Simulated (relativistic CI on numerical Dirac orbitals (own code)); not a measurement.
**Yb3+: resonant inelastic scattering at the M4,5 edge**

Computed with this model: Dirac-Coulomb-Breit CI, orbitals from a KLI potential per configuration, model QED (radiative potential, 1s self-energy scaled to tabulated hydrogen-like ionisation energies), Kramers-Heisenberg scattering through one core-hole configuration in a parametric crystal field, unscaled Slater integrals; configurations [Xe] 4f13 → [Ar] 3d9 4s2 4p6 4d10 4f14 5s2 5p6; 300 K; core-hole width 0.9 eV; summed over polarisations. Incident energies are the highest absorption maxima for each field (at most a few, so the weaker spin-orbit partner edge can be absent), on the computed scale of the free ion. Intensities are in per cent of the strongest line above 0.02 eV; levels within 1 cm⁻¹ are merged; final levels count from the ground level, the first row holds all elastic scattering, lines under 0.4 are left out and each table stops after 24 rows. The scale of the Slater integrals is a model choice and moves the terms in proportion.

Field parameters in Wybourne normalisation. The field is a parameter set, without covalency.

S is read from ⟨S²⟩ = S(S + 1).

D3d, B20 = -1280, B40 = -120, B43 = 1790, B60 = -320, B63 = -510, B66 = 280 cm⁻¹:

```json
{"Final level (eV)": "0.000", "Degeneracy": "2", "Irrep": "Γ4", "S": "0.50", "1522.5 eV": "253.7"}
{"Final level (eV)": "0.064", "Degeneracy": "2", "Irrep": "Γ4", "S": "0.50", "1522.5 eV": "100.0"}
{"Final level (eV)": "0.092", "Degeneracy": "2", "Irrep": "Γ5+Γ6", "S": "0.50", "1522.5 eV": "46.3"}
{"Final level (eV)": "0.139", "Degeneracy": "2", "Irrep": "Γ4", "S": "0.50", "1522.5 eV": "35.6"}
{"Final level (eV)": "1.281", "Degeneracy": "2", "Irrep": "Γ4", "S": "0.50", "1522.5 eV": "12.5"}
{"Final level (eV)": "1.347", "Degeneracy": "2", "Irrep": "Γ5+Γ6", "S": "0.50", "1522.5 eV": "7.1"}
{"Final level (eV)": "1.395", "Degeneracy": "2", "Irrep": "Γ4", "S": "0.50", "1522.5 eV": "5.4"}
```

D4h, B20 = -860, B40 = -1310, B44 = -320, B60 = -470, B64 = 110 cm⁻¹:

```
Final level (eV)  Degeneracy  Irrep     S  1522.5 eV
           0.000           2     Γ7  0.50      441.0
           0.008           2     Γ6  0.50       74.1
           0.034           2     Γ7  0.50      100.0
           0.078           2     Γ6  0.50       60.4
           1.269           2     Γ7  0.50       14.3
           1.284           2     Γ7  0.50       12.9
           1.336           2     Γ6  0.50        8.8
```

For the first field the strongest loss at the lowest incident energy is the level at 0.06 eV (S = 0.50, against 0.50 in the thermal ground state).
